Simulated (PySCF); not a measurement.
F5Ta, multiplicity 1. Atoms are numbered in the order given.

```xyz
6

Ta     0.0000     0.0000     0.0000
F      0.0000     0.0000     1.8805
F      0.0000     0.0000    -1.8805
F     -1.8529     0.0000     0.0000
F      0.9264     1.6047     0.0000
F      0.9264    -1.6047     0.0000
```
Charge 0, spin multiplicity 1.

Geometry: PBE0-D3(BJ)/def2-SVP. The multiplicity is an assumed one; no other spin state was optimised. The isomer is the one that the SMILES or the coordinates give; other isomers of the formula were not compared. The def2 effective core potentials stand for the cores of Ta; spin–orbit coupling is left out.

Calculation: PySCF with TDDFT-B3LYP/def2-SVPD.

Vertical excitations; the highest root listed may be one member of a degenerate set. Gas-phase values at a fixed geometry. State labels are in the subgroup C2v.

Computed UV-visible absorptions:
```json
[
 {"state": "S1", "symmetry": "B1", "energy (eV)": "7.47", "λ (nm)": "166", "f": "0.000", "main pairs": "HOMO→LUMO+1 50 %, HOMO−1→LUMO 50 %"},
 {"state": "S2", "symmetry": "B1", "energy (eV)": "7.59", "λ (nm)": "163", "f": "0.000", "main pairs": "HOMO−2→LUMO+1, HOMO−1→LUMO, HOMO→LUMO+1 (degenerate set)"},
 {"state": "S3", "symmetry": "A1", "energy (eV)": "7.59", "λ (nm)": "163", "f": "0.000", "main pairs": "HOMO−2→LUMO, HOMO−1→LUMO+1, HOMO→LUMO (degenerate set)"},
 {"state": "S4", "symmetry": "A1", "energy (eV)": "7.63", "λ (nm)": "162", "f": "0.009", "main pairs": "HOMO−2→LUMO, HOMO→LUMO, HOMO−1→LUMO+1 (degenerate set)"},
 {"state": "S5", "symmetry": "B1", "energy (eV)": "7.63", "λ (nm)": "162", "f": "0.009", "main pairs": "HOMO−2→LUMO+1, HOMO−1→LUMO, HOMO→LUMO+1 (degenerate set)"},
 {"state": "S6", "symmetry": "A2", "energy (eV)": "7.67", "λ (nm)": "162", "f": "0.000", "main pairs": "HOMO−4→LUMO 50 %, HOMO−3→LUMO+1 50 %"},
 {"state": "S7", "symmetry": "A2", "energy (eV)": "7.78", "λ (nm)": "159", "f": "0.000", "main pairs": "HOMO−3→LUMO+1, HOMO−4→LUMO (degenerate set)"},
 {"state": "S8", "symmetry": "B2", "energy (eV)": "7.78", "λ (nm)": "159", "f": "0.000", "main pairs": "HOMO−3→LUMO, HOMO−4→LUMO+1 (degenerate set)"},
 {"state": "S9", "symmetry": "A1", "energy (eV)": "8.48", "λ (nm)": "146", "f": "0.000", "main pairs": "HOMO−1→LUMO+1 42 %, HOMO→LUMO 42 %"},
 {"state": "S10", "symmetry": "A2", "energy (eV)": "8.49", "λ (nm)": "146", "f": "0.000", "main pairs": "HOMO−5→LUMO 44 %, HOMO−6→LUMO 27 %, HOMO−7→LUMO+1 27 %"},
 {"state": "T1", "symmetry": "A1", "energy (eV)": "7.03", "λ (nm)": "176", "f": "0", "main pairs": "HOMO→LUMO 50 %, HOMO−1→LUMO+1 49 %"},
 {"state": "T2", "symmetry": "A1", "energy (eV)": "7.21", "λ (nm)": "172", "f": "0", "main pairs": "HOMO−1→LUMO+1, HOMO→LUMO (degenerate set)"},
 {"state": "T3", "symmetry": "B1", "energy (eV)": "7.21", "λ (nm)": "172", "f": "0", "main pairs": "HOMO→LUMO+1, HOMO−1→LUMO (degenerate set)"},
 {"state": "T4", "symmetry": "B2", "energy (eV)": "7.29", "λ (nm)": "170", "f": "0", "main pairs": "HOMO−3→LUMO 49 %, HOMO−4→LUMO+1 49 %"}
]
```
Triplets are in the Tamm–Dancoff approximation, which puts them higher than full response would, so one can lie above its singlet here.
